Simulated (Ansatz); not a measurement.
Molecule: sum formula BNH5 (charge +1, singlet). It need not be the lowest isomer of its formula. 
Geometry from a B3LYP-D3(BJ)/def2-TZVP (Ansatz, a quantum-chemistry and plane-wave program) optimisation:
```xyz
7

B     -0.9073     0.0420     0.1466
N      0.6244    -0.0274    -0.0870
H     -1.4665    -0.9934     0.1368
H     -1.3564     1.1212     0.2798
H      1.1357     0.7814     0.2790
H      1.0510    -0.8833     0.2824
H      0.8017    -0.0441    -1.1023
```
Charge +1, spin multiplicity 1.

Basis-set convergence of Hartree-Fock and CCSD(T) correlation energies (hartree) with Ansatz. Correlated levels leave the core frozen unless marked. No spin-orbit coupling. No relativistic terms.

| basis | functions | E(HF) | E(corr, CCSD(T)) |
|---|---|---|---|
| def2-SVPD | 80 | -81.74879 | -0.30331 |
| def2-TZVPPD | 159 | [?] | [?] |

Question: What belongs in the gaps?

Answer: 
- def2-TZVPPD, E(HF): -81.84075
- def2-TZVPPD, E(corr, CCSD(T)): -0.35257
